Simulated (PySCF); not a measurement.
# Radial density of Dy (dysprosium, neutral)

UHF, [Xe] 4f10 6s2, one real determinant. Calculation: PySCF 2.14, in cc-pVDZ-X2C; the spin-free X2C one-electron Hamiltonian (Gaussian nucleus).

```json
{"r (bohr)": "0.0180", "4πr²ρ (e/bohr)": "86.28", "4πr²(ρα − ρβ)": "0.0025"}
{"r (bohr)": "0.0304", "4πr²ρ (e/bohr)": "78.26", "4πr²(ρα − ρβ)": "0.0059"}
{"r (bohr)": "0.0511", "4πr²ρ (e/bohr)": "108.9", "4πr²(ρα − ρβ)": "0.0098"}
{"r (bohr)": "0.0859", "4πr²ρ (e/bohr)": "105.1", "4πr²(ρα − ρβ)": "0.0136"}
{"r (bohr)": "0.144", "4πr²ρ (e/bohr)": "95.12", "4πr²(ρα − ρβ)": "0.2156"}
{"r (bohr)": "0.243", "4πr²ρ (e/bohr)": "80.92", "4πr²(ρα − ρβ)": "1.4671"}
{"r (bohr)": "0.409", "4πr²ρ (e/bohr)": "49.35", "4πr²(ρα − ρβ)": "4.4411"}
{"r (bohr)": "0.687", "4πr²ρ (e/bohr)": "38.19", "4πr²(ρα − ρβ)": "4.5858"}
{"r (bohr)": "1.16", "4πr²ρ (e/bohr)": "12.94", "4πr²(ρα − ρβ)": "1.7962"}
{"r (bohr)": "1.94", "4πr²ρ (e/bohr)": "3.993", "4πr²(ρα − ρβ)": "0.1647"}
{"r (bohr)": "3.27", "4πr²ρ (e/bohr)": "0.7288", "4πr²(ρα − ρβ)": "0.0000"}
{"r (bohr)": "5.50", "4πr²ρ (e/bohr)": "0.3127", "4πr²(ρα − ρβ)": "-0.0039"}
{"r (bohr)": "9.25", "4πr²ρ (e/bohr)": "0.01954", "4πr²(ρα − ρβ)": "-0.0013"}
{"r (bohr)": "15.6", "4πr²ρ (e/bohr)": "2.812e-05", "4πr²(ρα − ρβ)": "0.0000"}
```

Densities and radii are taken from the X2C orbitals without a picture-change correction, which distorts them close to the nucleus.

⟨L²⟩ = 34.02 against 42 for a pure I term, so this real determinant mixes terms. Spin-orbit coupling, absent here, splits the open shell strongly.

Where is the radial spin density 4πr²(ρα − ρβ) most negative, and why is it negative at all?

Around r = 5.50 bohr, down to -0.0039 e/bohr: exchange with the open shell polarises the paired shells in an unrestricted calculation.
